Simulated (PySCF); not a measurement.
Sn(OH)2 (H₂O₂Sn), SMILES [OH][Sn][OH] (connectivity only; charge and spin as stated), neutral, multiplicity 1. Coordinates come from a B3LYP-D3(BJ)/def2-TZVP optimisation. The def2 effective core potentials stand for the cores of Sn; spin–orbit coupling is left out. Other conformers were not sampled.

All values below come from B3LYP-D3(BJ)/def2-TZVP (PySCF).

Harmonic wavenumbers (cm⁻¹): 188, 362, 459, 566, 600, 713, 773, 3786, 3828. Rotational constants (GHz): 9.590, 6.941, 4.027; symmetry number 1.

Question: Work out the zero-point energy and the ideal-gas rigid-rotor harmonic-oscillator thermochemistry at 298.15 K and 1 atm.

Answer: ZPE = ½ Σ hcν = ½ × 11274 cm⁻¹ = 67.43 kJ/mol. H − E(el) = 81.86 kJ/mol. Entropy in J/(mol K): translation 171.46, rotation 102.92, vibration 23.48, total 297.86. G − E(el) = -6.95 kJ/mol. Cp = 68.35 J/(mol K).
